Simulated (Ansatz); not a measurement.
Basis-set extrapolation for C$_{3}$H$_{4}$BF (`FC1=CCB1`) (PBE0-D4/def2-TZVP geometry, frozen core, Ansatz 0.2.0). Multiplicity 1, RHF reference.

```csv
,def2-TZVPP,def2-QZVPP
HF,-240.078483,-240.088938
MP2 correlation,-0.821254,-0.881826
CCSD(T) correlation,-0.884119,not run
```

Energies in hartree. Use E(X) = E(∞) + A·exp(−7.88·√X) for Hartree–Fock and E(X) = E(∞) + B·X^(−2.97) for correlation, with X = 3 and 4, and add CCSD(T) minus MP2 of the smaller set to the MP2 limit.

Problem. What is the CCSD(T) energy at the basis-set limit?

Solution. HF limit: -240.088938 + (-0.010455) × 0.13774 = -240.09038. MP2 limit: -0.881826 + (-0.060572) × 0.74074 = -0.92669. Higher-order term: -0.884119 − (-0.821254) = -0.06286. Total: -241.07993 hartree, 3.19 eV below CCSD(T)/def2-TZVPP.
